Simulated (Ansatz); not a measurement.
CH2AlBF2 (`F[CH]1[BH][Al]1[F]`), 7 atoms. Charge 0, multiplicity 1. All runs use 2 threads of an Arm Neoverse V2 on a shared host. Correlated methods freeze the cores.

Problem. Give the basis size and wall time and peak host memory of each of these runs in Ansatz. RKS PBE0-D4/def2-QZVPP energy; direct RPA on PBE orbitals/def2-TZVPP energy; RKS ωB97M-V/def2-QZVPP energy; RKS PBE0-D4/def2-TZVP relaxation (11 steps); RHF-CCSD(T)/def2-TZVPP energy; RKS PBE0-D4/def2-TZVPP energy; RKS LC-ωPBE/def2-TZVPP energy; RKS HSE06 (plane-wave form)-D4/def2-TZVPP energy; RKS PBE0-D4/def2-TZVP frequencies; RHF-CCSD(T)/def2-SVP energy; RKS ωB97M-V/def2-SVP energy; RKS PBE0-D4/def2-SVP energy. (Best estimate.)

Solution. Computed: Other jobs shared the machine, so times are rough.

```
                                    level                    job  functions  wall time  peak host memory (GiB)
                     RKS PBE0-D4/def2-SVP                 energy         84      1.2 s                    0.14
                   RKS LC-ωPBE/def2-TZVPP                 energy        194      2.7 s                    0.27
                   RKS PBE0-D4/def2-TZVPP                 energy        194      2.9 s                    0.36
RKS HSE06 (plane-wave form)-D4/def2-TZVPP                 energy        194      3.1 s                    0.38
                     RHF-CCSD(T)/def2-SVP                 energy         84      3.1 s                    0.26
                     RKS ωB97M-V/def2-SVP                 energy         84      4.5 s                    0.23
    direct RPA on PBE orbitals/def2-TZVPP                 energy        194        6 s                    0.39
                   RKS PBE0-D4/def2-QZVPP                 energy        358        7 s                    0.91
                   RKS ωB97M-V/def2-QZVPP                 energy        358       18 s                     1.1
                    RKS PBE0-D4/def2-TZVP  relaxation (11 steps)        173       41 s                    0.35
                   RHF-CCSD(T)/def2-TZVPP                 energy        194       76 s                     2.3
                    RKS PBE0-D4/def2-TZVP            frequencies        173      100 s                    0.35
```

LC-ωPBE has ω = 0.4 bohr⁻¹.
